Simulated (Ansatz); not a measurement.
`[SiH3][In]([Cl])[Cl]`, charge 0, multiplicity 1.

Give a relaxed structure at PBE0-D4/def2-TZVP (Ansatz). (An estimate is asked.)

The calculation gave: 
Z-matrix (Å, degrees):
```
Si
In 1 2.553
H 1 1.484 2 107.9
H 1 1.483 2 109.3 3 -120.1
H 1 1.483 2 108.4 3 119.2
Cl 2 2.327 1 124.3 3 -70.6
Cl 2 2.326 1 125.3 3 109.0
```
